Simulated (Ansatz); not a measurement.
System: CH₂Cl₃Sn, charge 0, multiplicity 2. It need not be the lowest isomer of its formula. 
Geometry from a B3LYP-D3(BJ)/def2-TZVP (Ansatz, a program for electronic structure) optimisation:
```xyz
7

C     -1.2648    -1.7081    -0.9618
Sn    -0.1295    -0.1750    -0.0979
Cl     0.1827     1.5663    -1.6070
Cl    -1.1353     0.7328     1.7960
Cl     1.9638    -0.9334     0.5782
H     -1.2984    -2.6911    -0.5119
H     -1.8292    -1.5248    -1.8661
```
Charge 0, spin multiplicity 2.

Basis-set convergence of Hartree-Fock and CCSD correlation energies (hartree) with Ansatz. Correlated levels leave the core frozen unless marked. UHF or UKS for open shells. No spin-orbit coupling. The frozen core is the preceding noble-gas configuration, with the filled d and f shells of earlier blocks. In def2 rows, elements after Kr have scalar-relativistic effective core potentials.

| basis | functions | E(HF) | E(corr, CCSD) |
|---|---|---|---|
| def2-SVP | 104 | -1630.51111 | -0.63446 |
| def2-TZVPP | 235 | … | … |

Task: Fill in the missing entries.

Result: 
- def2-TZVPP, E(HF): -1631.04278
- def2-TZVPP, E(corr, CCSD): -0.86132
